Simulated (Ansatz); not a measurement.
Program: Ansatz. Geometries: PBE0-D4/def2-TZVP. ΔE: electronic, gas phase. CCSD(T)/CBS adds triple-zeta CCSD(T) − MP2 to the extrapolated MP2 energy (def2 sets, frozen cores). This one scheme is used for every species. Functionals use def2-TZVPP. For Ge outer-core shells are correlated without core-valence functions, which leaves a few kJ/mol of doubt a bond. Scalar relativity is left out up to krypton. Each species was taken in one conformer, which may not be the lowest.

`[CH3][GeH]([F])[SH]` + HCl → `[F][GeH]([SH])[Cl]` + CH₄  (ligand exchange at a Ge–C bond)

(1) Is it downhill or uphill in electronic energy at CCSD(T)/CBS, and by how much? (Estimate.)

(2) What do these levels give: r2SCAN0-D4, CAM-B3LYP-D4, B2PLYP, r2SCAN, MP2/def2-SVP, MP2/def2-TZVPP? (An estimate is asked.)

Largest T1 diagnostic among the species: 0.011.

Results:

(1) Ansatz gave: Downhill: ΔE = -76.2 kJ/mol.

(2) Ansatz gave: r2SCAN0-D4 -85.1, CAM-B3LYP-D4 -82.7, B2PLYP -84.1, r2SCAN -86.4, MP2/def2-SVP -86.5, MP2/def2-TZVPP -79.1 kJ/mol.

In def2-TZVPP, CCSD(T) changes the Hartree–Fock value by +15.7 kJ/mol (the triples alone add −0.0 kJ/mol) and MP2 by +12.9 kJ/mol. At CCSD(T), def2-SVP lies −8.5 kJ/mol from the extrapolated value and def2-TZVPP −0.0 kJ/mol.
